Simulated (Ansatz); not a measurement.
`N#C[SiH](Cl)[SiH2]F` → C• + Cl• + F• + 3 H• + N• + 2 Si•  (atomization)

Computed with Ansatz on PBE0-D4/def2-TZVP structures; ΔE is electronic, products minus reactants. CCSD(T)/CBS is the MP2 limit (def2-TZVPP, def2-QZVPP) plus CCSD(T) − MP2 in def2-TZVPP, frozen cores. This one scheme is used for every species, atoms too. DFT in def2-TZVPP. HSE06 is defined as in plane-wave codes. Open shells (•) are unrestricted, without spin–orbit coupling. Spin–orbit coupling would lower the free atoms: a little for C, Cl, F, Si. Each species was taken in one conformer, which may not be the lowest.

| level | ΔE (kJ/mol) |
| --- | --- |
| HSE06-D4 | 3372.3 |
| revPBE | 3301.4 |
| LC-ωPBE | 3359.4 |
| CCSD/def2-TZVPP | 3212.3 |

(1) What does CCSD(T)/CBS give? (Estimate.)

Largest T1 diagnostic among the species: 0.012.

Answers

(1) The calculation gave: +3394.0 kJ/mol. The listed levels differ from it by -21.7, -92.6, -34.6, -181.7 kJ/mol.

From PBE to PBE0 (25 % exact exchange), in def2-TZVPP and without D4, ΔE moves by −82.1 kJ/mol: exact exchange takes away binding that semilocal exchange gives to molecules. The D4 term adds +40.8 kJ/mol with B3LYP and +21.7 kJ/mol with PBE0; it sums over pairs of atoms, weighted by their polarisabilities, and B3LYP, whose exchange is more repulsive, gets the larger term.

B3LYP here is the variant with VWN-RPA as its local correlation; programs differ in this.

For atomizations the MP2-based limit and the directly extrapolated one differ by several kJ/mol either way, and by 10 to 25 for some Ge, Se and Sn compounds, so smaller differences from it don't rank the levels.
